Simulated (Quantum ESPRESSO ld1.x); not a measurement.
Question: All-electron atom: I7+ in [Kr] 4d10. Method: non-relativistic Kohn-Sham, LDA (Slater exchange, Perdew-Zunger correlation), spin-polarised, spherical densities, point nucleus; relativity is left out, which matters for an element this heavy; computed with ld1.x of Quantum ESPRESSO 7.5. Some entries of the table are withheld. Estimate them.

| orbital | occ. | eigenvalue (hartree) | <1/r> (bohr^-1) |
|---|---|---|---|
| 1s | 2 | -1165.20 | 52.43 |
| 2s | 2 | -178.445 | 12.03 |
| 2p | 6 | -167.981 | 12.05 |
| 3s | 2 | -38.5915 | 4.386 |
| 3p | 6 | -34.1806 | (1) |
| 3d | 10 | (2) | 4.187 |
| 4s | 2 | -9.40224 | 1.803 |
| 4p | 6 | -7.85161 | 1.705 |
| 4d | 10 | -5.18758 | (3) |

Answer: 
(1) 3p <1/r> (bohr^-1): 4.316
(2) 3d eigenvalue (hartree): -25.9517
(3) 4d <1/r> (bohr^-1): 1.481
